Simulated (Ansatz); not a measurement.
Geometry optimisation of ClFH4OSi2, SMILES `F[SiH](Cl)O[SiH3]`.

```yaml
crystal:
  periodic: [false, false, false]
  atoms:
    - {symbol: F, position_ang: [-2.341632, -0.903608, -0.573868]}
    - {symbol: Si, position_ang: [-1.495609, 0.096994, 0.390243]}
    - {symbol: Cl, position_ang: [-1.506947, 1.961908, -0.499334]}
    - {symbol: O, position_ang: [0.052736, -0.443254, 0.521493]}
    - {symbol: Si, position_ang: [1.552797, -0.257038, -0.238457]}
    - {symbol: H, position_ang: [-2.143304, 0.135309, 1.724659]}
    - {symbol: H, position_ang: [2.461216, -1.302095, 0.332582]}
    - {symbol: H, position_ang: [1.411585, -0.447467, -1.722273]}
    - {symbol: H, position_ang: [2.097658, 1.113051, 0.047956]}
basis:
  gaussian: {orbitals: def2-TZVP}
hamiltonian: {xc: pbe0, dispersion: d4}
relax: {f_tol: 0.005, max_steps: 150}
```

```sh
$ ansatz run in.yaml --threads 4 --pin off --events-out ev --progress --plain --max-ram 10444MiB
```

Shortened log:

```
Functional definition: PBE0
mean field -33100.01199951 eV, -1216.4030049881 hartree, gradient 7.7e-5 eV, S^2 0.000000; 0 other end points of the search recorded, 0 dependent functions left out
relax step   1: F+E_penalty+E_count = -33100.21323137 eV  Δ(F+E_penalty+E_count) = +0.000e0 eV  max|allowed force component| = 8.869e-1 eV/Å  Δτ_max = 0.0000 Å  (25 SCF iters, accepted)
mean field -33100.08773007 eV, -1216.4057880347 hartree, gradient 9.8e-6 eV, S^2 0.000000; 0 other end points of the search recorded, 0 dependent functions left out
relax step   2: F+E_penalty+E_count = -33100.28966070 eV  Δ(F+E_penalty+E_count) = -7.643e-2 eV  max|allowed force component| = 7.307e-1 eV/Å  Δτ_max = 0.0332 Å  (30 SCF iters, accepted)
mean field -33100.11200504 eV, -1216.4066801236 hartree, gradient 1.0e-5 eV, S^2 0.000000; 0 other end points of the search recorded, 0 dependent functions left out
relax step   3: F+E_penalty+E_count = -33100.31429356 eV  Δ(F+E_penalty+E_count) = -2.463e-2 eV  max|allowed force component| = 1.220e-1 eV/Å  Δτ_max = 0.0321 Å  (30 SCF iters, accepted)
mean field -33100.11305323 eV, -1216.4067186438 hartree, gradient 9.4e-6 eV, S^2 0.000000; 0 other end points of the search recorded, 0 dependent functions left out
relax step   4: F+E_penalty+E_count = -33100.31529393 eV  Δ(F+E_penalty+E_count) = -1.000e-3 eV  max|allowed force component| = 6.619e-2 eV/Å  Δτ_max = 0.0060 Å  (30 SCF iters, accepted)
mean field -33100.11571675 eV, -1216.4068165265 hartree, gradient 9.6e-6 eV, S^2 0.000000; 0 other end points of the search recorded, 0 dependent functions left out
relax step   5: F+E_penalty+E_count = -33100.31704731 eV  Δ(F+E_penalty+E_count) = -1.753e-3 eV  max|allowed force component| = 9.162e-2 eV/Å  Δτ_max = 0.0616 Å  (28 SCF iters, accepted)
mean field -33100.11923549 eV, -1216.4069458376 hartree, gradient 1.1e-5 eV, S^2 0.000000; 0 other end points of the search recorded, 0 dependent functions left out
relax step   6: F+E_penalty+E_count = -33100.31974122 eV  Δ(F+E_penalty+E_count) = -2.694e-3 eV  max|allowed force component| = 5.652e-2 eV/Å  Δτ_max = 0.0685 Å  (28 SCF iters, accepted)
mean field -33100.12009052 eV, -1216.4069772595 hartree, gradient 9.6e-6 eV, S^2 0.000000; 0 other end points of the search recorded, 0 dependent functions left out
relax step   7: F+E_penalty+E_count = -33100.32048296 eV  Δ(F+E_penalty+E_count) = -7.417e-4 eV  max|allowed force component| = 1.042e-2 eV/Å  Δτ_max = 0.0161 Å  (28 SCF iters, accepted)
mean field -33100.12032867 eV, -1216.4069860114 hartree, gradient 9.6e-6 eV, S^2 0.000000; 0 other end points of the search recorded, 0 dependent functions left out
relax step   8: F+E_penalty+E_count = -33100.32059177 eV  Δ(F+E_penalty+E_count) = -1.088e-4 eV  max|allowed force component| = 7.088e-3 eV/Å  Δτ_max = 0.0205 Å  (29 SCF iters, accepted)
mean field -33100.12055256 eV, -1216.4069942391 hartree, gradient 9.6e-6 eV, S^2 0.000000; 0 other end points of the search recorded, 0 dependent functions left out
relax step   9: F+E_penalty+E_count = -33100.32063994 eV  Δ(F+E_penalty+E_count) = -4.817e-5 eV  max|allowed force component| = 9.529e-3 eV/Å  Δτ_max = 0.0202 Å  (29 SCF iters, accepted)
mean field -33100.12062117 eV, -1216.4069967602 hartree, gradient 9.7e-6 eV, S^2 0.000000; 0 other end points of the search recorded, 0 dependent functions left out
relax step  10: F+E_penalty+E_count = -33100.32063972 eV  Δ(F+E_penalty+E_count) = +2.230e-7 eV  max|allowed force component| = 1.617e-2 eV/Å  Δτ_max = 0.0155 Å  (29 SCF iters, rejected (line search))
mean field -33100.12057795 eV, -1216.4069951720 hartree, gradient 9.7e-6 eV, S^2 0.000000; 0 other end points of the search recorded, 0 dependent functions left out
relax step  11: F+E_penalty+E_count = -33100.32066169 eV  Δ(F+E_penalty+E_count) = -2.175e-5 eV  max|allowed force component| = 4.825e-3 eV/Å  Δτ_max = 0.0077 Å  (30 SCF iters, accepted)
mean field -33100.12067683 eV, -1216.4069988058 hartree, gradient 9.7e-6 eV, S^2 0.000000; 0 other end points of the search recorded, 0 dependent functions left out
relax step  12: F+E_penalty+E_count = -33100.32069196 eV  Δ(F+E_penalty+E_count) = -3.027e-5 eV  max|allowed force component| = 8.036e-3 eV/Å  Δτ_max = 0.0231 Å  (29 SCF iters, accepted)
mean field -33100.12071209 eV, -1216.4070001018 hartree, gradient 9.7e-6 eV, S^2 0.000000; 0 other end points of the search recorded, 0 dependent functions left out
relax step  13: F+E_penalty+E_count = -33100.32071413 eV  Δ(F+E_penalty+E_count) = -2.216e-5 eV  max|allowed force component| = 1.511e-2 eV/Å  Δτ_max = 0.0185 Å  (29 SCF iters, accepted)
mean field -33100.12075903 eV, -1216.4070018266 hartree, gradient 9.7e-6 eV, S^2 0.000000; 0 other end points of the search recorded, 0 dependent functions left out
relax step  14: F+E_penalty+E_count = -33100.32074802 eV  Δ(F+E_penalty+E_count) = -3.389e-5 eV  max|allowed force component| = 1.490e-2 eV/Å  Δτ_max = 0.0183 Å  (29 SCF iters, accepted)
mean field -33100.12078568 eV, -1216.4070028060 hartree, gradient 9.7e-6 eV, S^2 0.000000; 0 other end points of the search recorded, 0 dependent functions left out
relax step  15: F+E_penalty+E_count = -33100.32079895 eV  Δ(F+E_penalty+E_count) = -5.093e-5 eV  max|allowed force component| = 2.021e-2 eV/Å  Δτ_max = 0.0227 Å  (29 SCF iters, accepted)
mean field -33100.12080740 eV, -1216.4070036041 hartree, gradient 9.7e-6 eV, S^2 0.000000; 0 other end points of the search recorded, 0 dependent functions left out
relax step  16: F+E_penalty+E_count = -33100.32084511 eV  Δ(F+E_penalty+E_count) = -4.616e-5 eV  max|allowed force component| = 1.858e-2 eV/Å  Δτ_max = 0.0159 Å  (29 SCF iters, accepted)
mean field -33100.12082698 eV, -1216.4070043240 hartree, gradient 9.7e-6 eV, S^2 0.000000; 0 other end points of the search recorded, 0 dependent functions left out
relax step  17: F+E_penalty+E_count = -33100.32090903 eV  Δ(F+E_penalty+E_count) = -6.393e-5 eV  max|allowed force component| = 2.377e-2 eV/Å  Δτ_max = 0.0264 Å  (29 SCF iters, accepted)
mean field -33100.12086560 eV, -1216.4070057430 hartree, gradient 9.7e-6 eV, S^2 0.000000; 0 other end points of the search recorded, 0 dependent functions left out
relax step  18: F+E_penalty+E_count = -33100.32095435 eV  Δ(F+E_penalty+E_count) = -4.532e-5 eV  max|allowed force component| = 2.394e-2 eV/Å  Δτ_max = 0.0286 Å  (29 SCF iters, accepted)
mean field -33100.12088398 eV, -1216.4070064183 hartree, gradient 9.7e-6 eV, S^2 0.000000; 0 other end points of the search recorded, 0 dependent functions left out
relax step  19: F+E_penalty+E_count = -33100.32099685 eV  Δ(F+E_penalty+E_count) = -4.249e-5 eV  max|allowed force component| = 2.221e-2 eV/Å  Δτ_max = 0.0238 Å  (29 SCF iters, accepted)
mean field -33100.12095763 eV, -1216.4070091250 hartree, gradient 9.7e-6 eV, S^2 0.000000; 0 other end points of the search recorded, 0 dependent functions left out
relax step  20: F+E_penalty+E_count = -33100.32103572 eV  Δ(F+E_penalty+E_count) = -3.888e-5 eV  max|allowed force component| = 1.901e-2 eV/Å  Δτ_max = 0.0176 Å  (29 SCF iters, accepted)
mean field -33100.12108645 eV, -1216.4070138591 hartree, gradient 9.7e-6 eV, S^2 0.000000; 0 other end points of the search recorded, 0 dependent functions left out
relax step  21: F+E_penalty+E_count = -33100.32110078 eV  Δ(F+E_penalty+E_count) = -6.505e-5 eV  max|allowed force component| = 1.517e-2 eV/Å  Δτ_max = 0.0395 Å  (28 SCF iters, accepted)
mean field -33100.12116234 eV, -1216.4070166481 hartree, gradient 9.6e-6 eV, S^2 0.000000; 0 other end points of the search recorded, 0 dependent functions left out
relax step  22: F+E_penalty+E_count = -33100.32112456 eV  Δ(F+E_penalty+E_count) = -2.379e-5 eV  max|allowed force component| = 1.905e-2 eV/Å  Δτ_max = 0.0299 Å  (28 SCF iters, accepted)
mean field -33100.12120937 eV, -1216.4070183762 hartree, gradient 1.6e-5 eV, S^2 0.000000; 0 other end points of the search recorded, 0 dependent functions left out
relax step  23: F+E_penalty+E_count = -33100.32114678 eV  Δ(F+E_penalty+E_count) = -2.221e-5 eV  max|allowed force component| = 1.824e-2 eV/Å  Δτ_max = 0.0053 Å  (22 SCF iters, accepted)
mean field -33100.12126453 eV, -1216.4070204034 hartree, gradient 9.6e-6 eV, S^2 0.000000; 0 other end points of the search recorded, 0 dependent functions left out
relax step  24: F+E_penalty+E_count = -33100.32117886 eV  Δ(F+E_penalty+E_count) = -3.209e-5 eV  max|allowed force component| = 1.461e-2 eV/Å  Δτ_max = 0.0087 Å  (30 SCF iters, accepted)
mean field -33100.12135096 eV, -1216.4070235798 hartree, gradient 9.6e-6 eV, S^2 0.000000; 0 other end points of the search recorded, 0 dependent functions left out
relax step  25: F+E_penalty+E_count = -33100.32120331 eV  Δ(F+E_penalty+E_count) = -2.445e-5 eV  max|allowed force component| = 1.011e-2 eV/Å  Δτ_max = 0.0186 Å  (29 SCF iters, accepted)
mean field -33100.12148395 eV, -1216.4070284669 hartree, gradient 9.6e-6 eV, S^2 0.000000; 0 other end points of the search recorded, 0 dependent functions left out
relax step  26: F+E_penalty+E_count = -33100.32121513 eV  Δ(F+E_penalty+E_count) = -1.181e-5 eV  max|allowed force component| = 1.304e-2 eV/Å  Δτ_max = 0.0461 Å  (28 SCF iters, accepted)
mean field -33100.12148795 eV, -1216.4070286139 hartree, gradient 9.6e-6 eV, S^2 0.000000; 0 other end points of the search recorded, 0 dependent functions left out
relax step  27: F+E_penalty+E_count = -33100.32122881 eV  Δ(F+E_penalty+E_count) = -1.368e-5 eV  max|allowed force component| = 7.124e-3 eV/Å  Δτ_max = 0.0071 Å  (30 SCF iters, accepted)
mean field -33100.12150559 eV, -1216.4070292621 hartree, gradient 2.4e-5 eV, S^2 0.000000; 0 other end points of the search recorded, 0 dependent functions left out
relax step  28: F+E_penalty+E_count = -33100.32123209 eV  Δ(F+E_penalty+E_count) = -3.280e-6 eV  max|allowed force component| = 4.836e-3 eV/Å  Δτ_max = 0.0054 Å  (22 SCF iters, accepted)
mean field -33100.12153088 eV, -1216.4070301916 hartree, gradient 9.6e-6 eV, S^2 0.000000; 0 other end points of the search recorded, 0 dependent functions left out
relax step  29: F+E_penalty+E_count = -33100.32123614 eV  Δ(F+E_penalty+E_count) = -4.047e-6 eV  max|allowed force component| = 2.070e-3 eV/Å  Δτ_max = 0.0093 Å  (30 SCF iters, accepted)
mean field -33100.12154876 eV, -1216.4070308487 hartree, gradient 9.6e-6 eV, S^2 0.000000; 0 other end points of the search recorded, 0 dependent functions left out
relax step  30: F+E_penalty+E_count = -33100.32123741 eV  Δ(F+E_penalty+E_count) = -1.276e-6 eV  max|allowed force component| = 3.326e-3 eV/Å  Δτ_max = 0.0074 Å  (30 SCF iters, accepted)
mean field -33100.12154876 eV, -1216.4070308487 hartree, gradient 1.1e-5 eV, S^2 0.000000; 1 other end points of the search recorded, 0 dependent functions left out
Total energy: -33100.32127219 eV, -1216.4143705493 hartree
Atom 0 at    -2.311952    -0.644572    -0.745577 Å, force    -0.000679    -0.001688    -0.001685 eV/Å
Atom 1 at    -1.488687     0.120762     0.370462 Å, force     0.002275     0.003326     0.002985 eV/Å
Atom 2 at    -1.584963     2.107687    -0.061392 Å, force     0.000039    -0.000253    -0.000078 eV/Å
Atom 3 at     0.033202    -0.383446     0.355468 Å, force    -0.002172    -0.002817    -0.000831 eV/Å
Atom 4 at     1.553760    -0.291322    -0.271397 Å, force     0.000257     0.001174    -0.000978 eV/Å
Atom 5 at    -2.106244    -0.143243     1.674087 Å, force    -0.000191     0.000094    -0.000196 eV/Å
Atom 6 at     2.450673    -1.051112     0.629568 Å, force     0.000005     0.000845    -0.000140 eV/Å
Atom 7 at     1.565738    -0.889308    -1.628219 Å, force     0.000239    -0.000025     0.000476 eV/Å
Atom 8 at     1.976972     1.128355    -0.339999 Å, force     0.000227    -0.000657     0.000446 eV/Å
Dipole moment:     0.242673    -0.054269     0.146459 e Å
```

Hardware: 4 threads of an Arm Neoverse V2 on a shared host. Wall time 85 s, peak host memory 0.56 GiB.
